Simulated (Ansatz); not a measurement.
C2H4BF3, SMILES FCB(F)CF.

Geometry optimised at B3LYP-D3(BJ)/def2-SVP. This is a generated structure with no PubChem entry under its InChIKey; it may be hypothetical. The values are those of a single conformer.

Two levels are set side by side: PBE/def2-SVPD (Ansatz, a first-principles code) and PBE0/def2-SVPD (Ansatz). Energy differences of separate SCF runs at the same geometry; the states with an electron removed or added have multiplicity 2 and 2. Differences are taken from unrounded values.

| quantity | PBE |
|---|---|
| vertical ionisation energy (eV) | 10.50 |
| vertical singlet–triplet gap (eV) | 5.23 |

Question: These are the PBE values. What does PBE0 give? (Estimate from the structure and the level; the computed values follow.)

Answer: 
```tsv
quantity	PBE0	PBE minus PBE0
vertical ionisation energy (eV)	11.16	-0.66
vertical singlet–triplet gap (eV)	5.76	-0.52
```
